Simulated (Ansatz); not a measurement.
Geometry optimisation, RKS PBE0-D4/6-31G in Ansatz.

Input:

```yaml
crystal:
  periodic: [false, false, false]
  atoms:
    - { symbol: O, position_ang: [-0.24074, 0.7308, 0.08721] }
    - { symbol: B, position_ang: [0.27152, -0.63646, -0.05119] }
    - { symbol: F, position_ang: [1.46567, -0.7261, 0.44659] }
    - { symbol: Cl, position_ang: [-0.67186, -1.79564, -0.76802] }
    - { symbol: H, position_ang: [-1.12738, 0.99723, -0.22132] }
    - { symbol: H, position_ang: [0.30279, 1.43017, 0.50673] }
total_charge: 1
basis:
  gaussian: { orbitals: "6-31G" }
hamiltonian:
  xc: pbe0
  dispersion: d4
relax:
  f_tol: 0.015
  max_steps: 40
```

Launched with:

```bash
$ ansatz run input.yaml --threads 1 --pin off --max-ram 2048MiB --backend cpu --events-out ev --progress --plain --runs-dir out
```

Question: Where does it end, and by what steps?

Answer: The forces met the threshold. Limits of this set-up: no polarisation functions, the dipole of an ion depends on the origin. After 5 steps the energy has fallen by 0.098 eV; Cl4 moved furthest, 0.05 Å.

```
step  energy less start (eV)  largest force component (eV/Å)  accepted
   0                  0.0000                           1.603       yes
   1                 -0.0777                           0.678       yes
   2                 -0.0967                           0.148       yes
   3                 -0.0973                           0.079       yes
   4                 -0.0974                           0.090       yes
   5                 -0.0976                           0.010       yes
```

```xyz
6
Properties=species:S:1:pos:R:3
O -0.245 0.744 0.090
B 0.285 -0.642 -0.046
F 1.508 -0.734 0.460
Cl -0.706 -1.832 -0.791
H -1.135 1.012 -0.225
H 0.293 1.452 0.511
```

Run time: 12 s on 1 thread of Intel(R) Xeon(R) Processor @ 2.70GHz, on a shared host, peak memory 0.15 GiB.
